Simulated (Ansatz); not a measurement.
PH₃ + `ClB(Cl)Cl` → `[PH3+][B-](Cl)(Cl)Cl`  (adduct formation)

Program: Ansatz. Geometries: PBE0-D4/def2-TZVP. ΔE: electronic, gas phase. CBS: MP2 limit from def2 TZ/QZ plus the TZ coupled-cluster correction, frozen cores. This one scheme is used for every species. DFT in def2-TZVPP. One conformer a species, not always the lowest.

CCSD(T)/CBS gives -35.2 kJ/mol.

Task: Another level gave -35.0 kJ/mol. Which?
A. ωB97X-V/def2-TZVPP
B. BHLYP/def2-TZVPP
C. PBE0/def2-TZVPP
D. BLYP/def2-TZVPP

Result: A. ωB97X-V -35.0, BLYP 7.7, PBE0 -29.9, BHLYP -13.5 kJ/mol.

Largest T1 diagnostic among the species: 0.013.

In def2-TZVPP, CCSD(T) changes the Hartree–Fock value by −25.7 kJ/mol (the triples alone add −4.6 kJ/mol) and MP2 by −41.3 kJ/mol. At CCSD(T), def2-SVP lies +27.6 kJ/mol from the extrapolated value and def2-TZVPP +14.1 kJ/mol. From BLYP to BHLYP (50 % exact exchange), in def2-TZVPP and without D4, ΔE moves by −21.2 kJ/mol.
